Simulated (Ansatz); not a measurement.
H3NSi, SMILES `N[SiH]` (lower singlet) (charge 0, multiplicity 1). This singlet lies 1.81 eV below the relaxed triplet at the level composite: frozen-core CCSD(T) with HF/cc-pVQZ and the correlation energy extrapolated as X^-3 from cc-pVTZ and cc-pVQZ, plus CCSDT(Q) minus CCSD(T) in cc-pVDZ // PBE0-D3(BJ)/def2-TZVP (Ansatz, a quantum-chemistry and plane-wave program).

All values below come from Ansatz with frozen-core fic-MRCISD+Q@CASSCF(2e,2o)/cc-pVTZ // PBE0-D3(BJ)/def2-TZVP.

Ansatz 0.2 input:
```yaml
crystal:
  periodic: [false, false, false]
  atoms:
    - { symbol: N, position_ang: [-0.560408, -0.060571, 0.006957] }
    - { symbol: Si, position_ang: [0.978826, -0.76757, 0.218338] }
    - { symbol: H, position_ang: [-1.408546, -0.590915, 0.133202] }
    - { symbol: H, position_ang: [-0.747045, 0.896494, -0.248352] }
    - { symbol: H, position_ang: [1.737172, 0.522564, -0.110144] }
basis:
  gaussian: { orbitals: cc-pVTZ }
correlation:
  method: fic_mrcisd_q
  active_space: { window: { electrons: 2, orbitals: 2 } }
```

Output:

```
Functional definition: HF
614 factors; integrals over basis functions are off by at most 1.1e-3 eV
mean field evaluation 1: about -9389.7811 eV, gradient 3.2e1 eV
mean field evaluation 2: about -9389.7879 eV, gradient 3.2e1 eV
mean field evaluation 4: about -9391.8875 eV, gradient 2.4e0 eV
mean field evaluation 8: about -9391.9138 eV, gradient 9.2e-2 eV
mean field -9391.91389292 eV, -345.1464694971 hartree, gradient 6.0e-6 eV, S^2 0.000000; 0 other end points of the search recorded, 0 dependent functions left out
reference -9391.91389292 eV, -345.1464694971 hartree; 12, 12 occupied and 94, 94 virtual orbitals, 614 factors
state -9392.43836504 eV, -345.1657434919 hartree
contracted CI cycle   1: correlation 0.00000000 eV, 0.0000000000 hartree, residual 3.11e1 eV
contracted CI cycle   2: correlation -8.04520515 eV, -0.2956558359 hartree, residual 4.40e0 eV
contracted CI cycle   3: correlation -8.26648454 eV, -0.3037877037 hartree, residual 1.13e0 eV
contracted CI cycle   4: correlation -8.28440090 eV, -0.3044461177 hartree, residual 3.64e-1 eV
contracted CI cycle   5: correlation -8.28647845 eV, -0.3045224662 hartree, residual 1.39e-1 eV
contracted CI cycle   6: correlation -8.28677195 eV, -0.3045332522 hartree, residual 5.14e-2 eV
contracted CI cycle   7: correlation -8.28680837 eV, -0.3045345907 hartree, residual 1.66e-2 eV
contracted CI cycle   8: correlation -8.28681196 eV, -0.3045347226 hartree, residual 5.21e-3 eV
contracted CI cycle   9: correlation -8.28681234 eV, -0.3045347364 hartree, residual 1.62e-3 eV
contracted CI cycle  10: correlation -8.28681237 eV, -0.3045347377 hartree, residual 5.24e-4 eV
state -9392.43836504 eV, -345.1657434919 hartree; corrected -9401.59455316 eV, -345.5022271990 hartree
Total energy: -9401.59455316 eV, -345.5022271990 hartree
```
